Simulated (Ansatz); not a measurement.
Ansatz (an electronic-structure program) input (B3LYP-D3(BJ)/def2-TZVP):

Ansatz 0.2 input:
```yaml
crystal:
  periodic: [false, false, false]
  atoms:
    - {symbol: Ca, position_ang: [0.02916831, 0.00437291, 0.00944544]}
    - {symbol: Cl, position_ang: [1.75545717, 0.40188300, -1.68422334]}
    - {symbol: Cl, position_ang: [-1.73417491, -0.42226349, 1.65765641]}
basis:
  gaussian:
    orbitals: def2-TZVP
hamiltonian:
  xc: b3lyp
  dispersion: d3bj
total_charge: 1
magnetization: {spin_polarized: true, initial_magnetization: 1}
relax: {f_tol: 0.002, max_steps: 150}
```

End of the output:

```
integrals: 0.05 GiB planned
883 factors; integrals over basis functions are off by at most 1.9e-4 eV
mean field: 0.66 GiB planned
mean field -43480.16607397 eV, -1597.8666313034 hartree, gradient 7.7e-6 eV, S^2 0.756557; 0 other end points of the search recorded, 0 dependent functions left out
the calculation of the forces begins
reference -43480.16633413 eV, -1597.8666408641 hartree; 27, 26 occupied and 83, 84 virtual orbitals, 883 factors
relax step  16: F+E_penalty+E_count = -43480.29485777 eV  Δ(F+E_penalty+E_count) = -1.891e-7 eV  max|allowed force component| = 5.843e-3 eV/Å  Δτ_max = 0.0120 Å  (56 SCF iters, accepted)
these checks for a lower state are left out or cut short: starts, cluster_reference, orbital_swaps, neighbouring_geometries, increment
integrals: 0.05 GiB planned
883 factors; integrals over basis functions are off by at most 2.0e-4 eV
mean field: 0.66 GiB planned
mean field -43480.16603244 eV, -1597.8666297770 hartree, gradient 3.4e-6 eV, S^2 0.756550; 0 other end points of the search recorded, 0 dependent functions left out
the calculation of the forces begins
reference -43480.16629257 eV, -1597.8666393368 hartree; 27, 26 occupied and 83, 84 virtual orbitals, 883 factors
relax step  17: F+E_penalty+E_count = -43480.29486525 eV  Δ(F+E_penalty+E_count) = -7.480e-6 eV  max|allowed force component| = 1.434e-3 eV/Å  Δτ_max = 0.0034 Å  (59 SCF iters, accepted)
integrals: 0.05 GiB planned
883 factors; integrals over basis functions are off by at most 2.0e-4 eV
mean field: 0.66 GiB planned
mean field evaluation 448: about -43480.1574 eV, gradient 8.4e-2 eV
mean field evaluation 480: about -43480.1402 eV, gradient 2.7e-6 eV
mean field evaluation 512: about -43480.1412 eV, gradient 1.5e-1 eV
mean field evaluation 544: about -43480.1598 eV, gradient 6.5e-1 eV
mean field -43480.16603244 eV, -1597.8666297770 hartree, gradient 3.4e-6 eV, S^2 0.756550; 14 other end points of the search recorded, 0 dependent functions left out
the calculation of the forces begins
reference -43480.16629257 eV, -1597.8666393368 hartree; 27, 26 occupied and 83, 84 virtual orbitals, 883 factors
Total energy: -43480.29512539 eV, -1597.8713738554 hartree
Atom 0 at     0.297072     0.215703     0.341070 Å, force    -0.000357     0.000177     0.001378 eV/Å
Atom 1 at     1.612274     0.293890    -1.841783 Å, force     0.000726    -0.000015    -0.001434 eV/Å
Atom 2 at    -1.858895    -0.525600     1.483592 Å, force    -0.000369    -0.000162     0.000056 eV/Å
Dipole moment:     0.431744     0.340805     0.535363 e Å
```
